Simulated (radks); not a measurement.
The numbers below are computed, except where a source is named.
Task: Ionisation ladder of copper, from Cu to Cu4+. Each ion is in the ground configuration listed by NIST, and IE = E(next ion) - E(this ion). Code: a radial shooting solver on a logarithmic mesh with Libxc functionals. Model: non-relativistic Kohn-Sham, r2SCAN, spin-polarised, spherical densities, point nucleus; open shells are filled with parallel spins first; meta-GGA in the generalised Kohn-Sham scheme.

species  configuration  IE, Delta-SCF (eV)  -e(HOMO) (eV)     HOMO
Cu       [Ar] 3d10 4s1               8.020          5.103  3d down
Cu+          [Ar] 3d10                   ?         13.734       3d
Cu2+          [Ar] 3d9                   ?         29.231  3d down
Cu3+          [Ar] 3d8              58.041         47.758  3d down
Cu4+          [Ar] 3d7              79.988         68.685  3d down

Estimate the withheld Delta-SCF values.

Result: Cu+: 21.194 eV (NIST 20.292); Cu2+: 38.273 eV (NIST 36.84).
